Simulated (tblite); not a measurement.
Species: C6H14Si3.
Atom-mapped SMILES: `[CH2:1]=[C:2]([CH3:3])[Si@H:4]1[SiH2:5][CH:6]=[CH:7][CH2:8][SiH2:9]1` (hydrogens: H10, H11 on C1; H12, H13, H14 on C3; H15 on Si4; H16, H17 on Si5; H18 on C6; H19 on C7; H20, H21 on C8; H22, H23 on Si9)

Computed geometry: GFN2-xTB, gas phase.

Give the optimised bond lengths and angles.

```tsv
bond	length (Å)	order
C1=C2	1.325	double
C2–C3	1.499	single
C2–Si4	1.895	single
Si4–Si5	2.340	single
Si5–C6	1.880	single
C6=C7	1.333	double
C7–C8	1.486	single
C8–Si9	1.926	single
Si4–Si9	2.330	single
C1–H10	1.081	single
C1–H11	1.077	single
C3–H12, C3–H13, C3–H14	1.090	single
Si4–H15	1.477	single
Si5–H16	1.475	single
Si5–H17	1.469	single
C6–H18	1.083	single
C7–H19	1.086	single
C8–H20	1.089	single
C8–H21	1.092	single
Si9–H22	1.472	single
Si9–H23	1.469	single
```

Bonds in one row agree within 0.01 Å and their mean is given. Orders are formal, as drawn. A selection of angles:
```tsv
angle	degrees
C1–C2–C3	121.2
C1–C2–Si4	122.6
C3–C2–Si4	116.2
C2–Si4–Si5	112.7
C2–Si4–Si9	110.0
Si5–Si4–Si9	103.2
Si4–Si5–C6	102.5
Si5–C6–C7	125.2
C6–C7–C8	125.5
C7–C8–Si9	111.6
Si4–Si9–C8	101.3
```

Dihedral angles: C1–C2–Si4–Si5 121° (anticlinal); C2–Si4–Si5–C6 148° (anticlinal); Si4–Si5–C6–C7 -46° (synclinal); Si5–C6–C7–C8 -4° (synperiplanar); C6–C7–C8–Si9 72° (synclinal); C7–C8–Si9–Si4 -64° (synclinal); C2–Si4–Si9–C8 -108° (anticlinal).

Si5 (SiH2 silicon) is distorted tetrahedral (angles from 102.5° to 118.0°). The 6-membered ring Si4–Si5–C6–C7–C8–Si9 has internal angles of 101.3° to 125.5°; it is puckered, 0.35 Å rms from its mean plane, widest ring torsion 72°. The C–Si distances run from 1.880 Å (Si5–C6, drawn single) to 1.926 Å (C8–Si9, drawn single), a spread of 0.046 Å. Si9 (SiH2 silicon) is distorted tetrahedral (angles from 101.3° to 118.6°). Of the pairs four or more bonds apart, Si5···H21 is among the closest relative to their van der Waals radii: 3.08 Å, 93 % of the sum of Bondi's values. The 4 C–C bonds span 1.325 Å (C1=C2, drawn double) to 1.499 Å (C2–C3, drawn single), a spread of 0.174 Å. Si4 (SiH silicon) is distorted tetrahedral (angles from 103.2° to 113.4°).

Point group: C1 (no symmetry element, even within 0.4 Å). Its GFN2-xTB frequencies are all real (lowest 36 cm⁻¹). One conformer, not necessarily the lowest.

Hardware: an Arm Neoverse N1 with one thread, no GPU, shared host. Cost: 3.8 s wall. These figures are those of the optimisation.
